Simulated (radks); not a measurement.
All-electron atom: the holmium ion Ho4+ in [Xe] 4f9. All-electron calculation, Dirac Kohn-Sham, BP86, spin-unpolarised, spherical densities, finite nucleus; open shells are shared between the two j in proportion to 2j + 1; Fermi nuclear charge, rms radius 5.2022 fm. Program: a radial shooting solver on a logarithmic mesh with Libxc functionals.

Unscreened Slater integrals over Kohn-Sham orbitals (eV). Large and small components are both included. Empty in this configuration: 5d3/2.

integral,value
"F0(4f7/2,4f7/2)",33.639
"F2(4f7/2,4f7/2)",16.031
"F4(4f7/2,4f7/2)",10.064
"F6(4f7/2,4f7/2)",7.2422
"F0(4f7/2,4f5/2)",33.845
"F2(4f7/2,4f5/2)",16.133
"F4(4f7/2,4f5/2)",10.130
"G2(4f7/2,4f5/2)",16.090
"G4(4f7/2,4f5/2)",10.104
"G6(4f7/2,4f5/2)",7.2713
"F0(4f7/2,5p3/2)",20.688
"F2(4f7/2,5p3/2)",6.9634
"G2(4f7/2,5p3/2)",3.3636
"G4(4f7/2,5p3/2)",2.6595
"F0(4f7/2,5p1/2)",21.722
"G4(4f7/2,5p1/2)",3.0818
"F0(4f7/2,5d3/2)",16.603
"F2(4f7/2,5d3/2)",4.4334
"G3(4f7/2,5d3/2)",1.6846
"G5(4f7/2,5d3/2)",1.2981
"F0(4f5/2,4f5/2)",34.053
"F2(4f5/2,4f5/2)",16.238
"F4(4f5/2,4f5/2)",10.197
"F0(4f5/2,5p3/2)",20.734
"F2(4f5/2,5p3/2)",6.9082
"G2(4f5/2,5p3/2)",3.2849
"G4(4f5/2,5p3/2)",2.6066
"F0(4f5/2,5p1/2)",21.774
"G2(4f5/2,5p1/2)",3.8748
"F0(4f5/2,5d3/2)",16.627
"F2(4f5/2,5d3/2)",4.3850
"G1(4f5/2,5d3/2)",1.9485
"G3(4f5/2,5d3/2)",1.6448
"F0(5p3/2,5p3/2)",17.151
"F2(5p3/2,5p3/2)",9.3064
"F0(5p3/2,5p1/2)",17.640
"G2(5p3/2,5p1/2)",9.4516
"F0(5p3/2,5d3/2)",14.733
"F2(5p3/2,5d3/2)",7.5010
"G1(5p3/2,5d3/2)",9.1107
"G3(5p3/2,5d3/2)",5.6740
"F0(5p1/2,5p1/2)",18.192
"F0(5p1/2,5d3/2)",15.007
"G1(5p1/2,5d3/2)",8.6141
"F0(5d3/2,5d3/2)",13.201
"F2(5d3/2,5d3/2)",7.0425
